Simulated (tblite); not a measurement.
Compound: C7H15AlO.
Atom-mapped SMILES: `[CH3:1][O:2][AlH:3][C@@H:4]([CH3:5])[CH:6]1[CH2:7][CH2:8][CH2:9]1` (hydrogens: H10, H11, H12 on C1; H13 on Al3; H14 on C4; H15, H16, H17 on C5; H18 on C6; H19, H20 on C7; H21, H22 on C8; H23, H24 on C9)

Geometry (GFN2-xTB, Å), atoms numbered from 1 in this order:
```
atom  x, y, z in Å
C1     4.1092   -1.3855    0.4289
O2     2.8332   -1.0489   -0.0339
Al3    1.3434   -0.6640   -0.6214
C4     0.0739    0.6825    0.1991
C5     0.4466    2.1678    0.0861
C6    -1.2651    0.3839   -0.4741
C7    -2.5216    0.8444    0.2987
C8    -2.8472   -0.6179    0.6334
C9    -1.7099   -1.0775   -0.2902
H10    4.8383   -1.2841   -0.3782
H11    4.3955   -0.7254    1.2508
H12    4.1177   -2.4189    0.7834
H13    0.9555   -1.3559   -1.9371
H14   -0.0487    0.4695    1.2766
H15    1.4134    2.3536    0.5534
H16    0.5122    2.4714   -0.9576
H17   -0.2975    2.7982    0.5760
H18   -1.2376    0.7187   -1.5139
H19   -3.2697    1.3234   -0.3299
H20   -2.3251    1.4828    1.1577
H21   -3.8411   -0.9510    0.3412
H22   -2.6902   -0.8722    1.6799
H23   -2.0493   -1.5639   -1.2024
H24   -0.9476   -1.7112    0.1822
```

Calculated harmonic vibrations of the isolated species, GFN2-xTB (tblite), most abundant isotopes, no scaling. Against measured fundamentals such values can be off by several per cent, at times by over 20. Modes of hydrogen on aluminium can be 10 to 20 % off. One conformer, not necessarily the lowest. The optimisation stopped once no atom felt more than 0.01 eV/Å.

Lowest wavenumbers of the output (negative numbers stand for imaginary wavenumbers):
```
mode    cm-1
  1     -26.3
  2      16.9
  3      48.0
  4      60.6
  5      95.3
  6     125.4
  7     175.0
  8     199.6
```

Q: Is this structure a minimum?

A: Not by this Hessian. 1 mode is imaginary beyond 20i (26i cm⁻¹), so at this level the point lies at or near a first-order saddle. The curvature is small, so loose convergence or finite differences may be the whole cause.

Q: Which atoms move in the imaginary mode?

A: 26i: H11 (methyl hydrogen) 35 %, H12 (methyl hydrogen) 31 %, H10 (methyl hydrogen) 31 %. These are shares of the mass-weighted motion.

Q: What is the remedy?

A: Step along that mode in both directions, optimise again with tighter thresholds and repeat the frequencies. The zero-point energy of this point (126.2 kcal/mol) counts the 65 real modes alone, and thermal corrections from it aren't those of a minimum.
